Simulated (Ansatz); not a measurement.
Total energies of `BB1BO1`.

```
atom    x (Å)    y (Å)    z (Å)
  B1  -0.4807   1.2644  -0.6613
  B2   0.0992  -0.1063  -0.0044
  B3   0.3421  -1.3827   0.9106
  O4   1.1082  -1.0581  -0.1675
  H5  -0.1275   2.3380  -0.2672
  H6  -1.3594   1.2386  -1.4736
  H7   0.4182  -2.2940   1.6633
```

Total charge 0; spin multiplicity 1. Geometry: relaxed with PBE0-D4/def2-TZVP. Basis def2-TZVPP, Ansatz.

RPA on PBE orbitals: Hartree–Fock energy of these orbitals -150.65844 Eh, correlation -0.87343 Eh (frozen core).

```tsv
functional	kind	energy without D4 (Eh)	D4 term (kJ/mol)
LDA (SPW92)	LDA	-150.19893	–
PBE	GGA	-151.39659	-9.1
revPBE	GGA	-151.56227	-29.4
BLYP	GGA	-151.56114	-20.4
r2SCAN	meta-GGA	-151.51554	-2.2
B97M-V	meta-GGA with VV10	-151.62170	–
PBE0	global hybrid, 25 % exact exchange	-151.41365	-7.6
B3LYP	global hybrid, 20 %	-151.62512	-14.7
r2SCAN0	meta-GGA hybrid, 25 %	-151.49916	-2.5
HSE06 (plane-wave form)	screened hybrid	-151.40472	-7.0
CAM-B3LYP	range-separated hybrid	-151.53005	-7.7
ωB97X-V	range-separated hybrid GGA with VV10	-151.56408	–
B2PLYP	double hybrid	-151.47996	–
PBE-QIDH	double hybrid	-151.38542	–
```

Task: Give the same for r2SCANh, BHLYP, LC-ωPBE, ωB97M-V. (An estimate is asked.)

Result: Computed: 
```
functional                                       kind  energy without D4 (Eh)  D4 term (kJ/mol)
   r2SCANh                      meta-GGA hybrid, 10 %              -151.50864              -2.3
     BHLYP                        global hybrid, 50 %              -151.53602             -10.9
   LC-ωPBE                long-range corrected hybrid              -151.48793                 –
   ωB97M-V  range-separated hybrid meta-GGA with VV10              -151.54609                 –
```

B3LYP takes the VWN-RPA correlation (the form of Gaussian; ORCA's B3LYP/G). HSE06 is the plane-wave form, built on full-range PBE exchange. The double hybrids freeze the cores in their second-order part.

LC-ωPBE has ω = 0.4 bohr⁻¹.
